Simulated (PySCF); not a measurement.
## Ionisation energy of Br³⁺ by level of theory

Br³⁺ [Ar] 3d10 4s2 4p2 [4p1/2^2, M_J = 0] → Br⁴⁺ [Ar] 3d10 4s2 4p1 [4p1/2^1, M_J = 1/2], as a difference of total energies. Computed with PySCF 2.14 in x2c-SVPall-2c (5s6p3d, 38 functions), with the two-component X2C-1e Hamiltonian. Correlated levels: [Ne] frozen. "Screened" scales the spin-orbit matrix elements by Boettger's factors to mimic the two-electron term; Breit and QED terms are absent.

```
                    method  ionisation energy (eV)
           GHF (spin-free)                  46.012
          GMP2 (spin-free)                  46.515
 GHF (screened spin-orbit)                  45.833
GMP2 (screened spin-orbit)                  46.329
```

Q: How much does correlation contribute at GMP2 (screened spin-orbit)?

A: 46.329 − (45.833) = 0.496 eV, measured against GHF (screened spin-orbit).

The spin-free rows relax to the high-spin LS determinant and lack the spin-orbit shift.

Errors of the correlated levels include the incompleteness of this basis and the frozen core.

The labels give the starting determinants; with spin-orbit coupling the two ends relaxed to ⟨J²⟩ = 1.43, ⟨L²⟩ = 1.98, ⟨S²⟩ = 1.96 and ⟨J²⟩ = 0.78, ⟨L²⟩ = 2.03, ⟨S²⟩ = 0.76.

The determinant of Br³⁺ mixes levels of different J (the jj label is only the starting occupation), so the difference between spin-free and spin-orbit rows is not the physical spin-orbit shift.

For comparison: 47.782 ± 0.012 eV (measured; NIST Atomic Spectra Database, ionization energies).
